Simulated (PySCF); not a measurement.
## Two-dimensional NMR puzzle

Compound of formula C4H12FNSi. Correlations simulated from computed shifts and the bond graph:

HSQC (one-bond C–H):
```
  δH    δC
4.87  90.6
2.66  41.4
1.61  20.2
```

COSY cross peaks (H two or three bonds apart, from the bond graph; peaks can be absent where the dihedral angle is near 90°):
```
  δH    δH
5.04  4.87
5.04  4.39
4.87  4.39
4.87  1.61
```

HMBC (two and three bonds, from the bond graph):
```
  δH                δC
5.04  90.6, 41.4, 20.2
4.87              20.2
4.39  90.6, 41.4, 20.2
2.66              41.4
1.61              90.6
```

[PySCF 2.14.0 with density-fitted response routines: GFN2-xTB geometry; NMR shieldings at PBE0/pcSseg-1/GIAO; single conformer; one averaged value for each set of equivalent atoms; no relativistic terms; gas phase]

Referencing at the same level of theory: 1H (31.72 ppm) and 13C (186.93 ppm) vs TMS.

Exchangeable hydrogens are left out of these lists.

Which molecule is this?

Answers

`N([SiH2][C@@H](C)F)(C)C`.

Atom-mapped SMILES (the numbers label the heavy atoms): `[CH3:1][C@@H:2]([F:3])[SiH2:4][N:5]([CH3:6])[CH3:7]`. Hydrogens are named by the atom that carries them. Ha(Si4) is pro-R; Hb(Si4) is pro-S.

δC 90.6 is C2, an sp3 CH bonded to F and Si (δH 4.87). δC 41.4 is C6/C7, a methyl carbon bonded to N (δH 2.66). δC 20.2 is C1, a methyl carbon (δH 1.61). COSY links 5.04–4.87, 5.04–4.39, 4.87–4.39, 4.87–1.61.

The shifts were computed for this structure.

Shifts are as computed. Against solution values, carbons near 30 ppm lie about +3 ppm off and those near 130 ppm about +5 ppm. Of 1211 compounds with measured shifts, 218 miss one by over three times the rms of a fit or turn the order of signals round; such compounds aren't used in these exercises.
